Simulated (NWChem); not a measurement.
System: SnH$_{4}$Se; SMILES [SeH][SnH3]

The following NWChem deck was run.

```
start job
memory heap 200 mb stack 900 mb global 1100 mb
geometry units angstroms noautosym nocenter noautoz
  Sn     0.006289     1.006378    -0.000570
  Se     0.049731    -1.541089    -0.001741
  H     -0.800779     1.575818    -1.399173
  H      1.651435     1.467542    -0.010934
  H     -0.782714     1.575356     1.408513
  H     -1.418772    -1.630334     0.003043
end
basis spherical
  Sn library def2-svpd
  Se library def2-svpd
  H library def2-svpd
end
ecp
  Sn library def2-ecp
end
dft
  xc pbe0
  iterations 150
end
property
  response 1 0.0428
end
task dft property
```

Structure relaxed at the PBE0/def2-SVP level. def2 effective core potentials on Sn; no spin-orbit coupling.

Field at 1065 nm.

Question: What results follow from this input? (PBE0/def2-SVPD with def2 effective core potentials on Sn.) Quantities: isotropic polarisability (bohr³); anisotropy (bohr³).

Answer: 
```yaml
isotropic polarisability (bohr³): 74.8
anisotropy (bohr³): 26.1
```
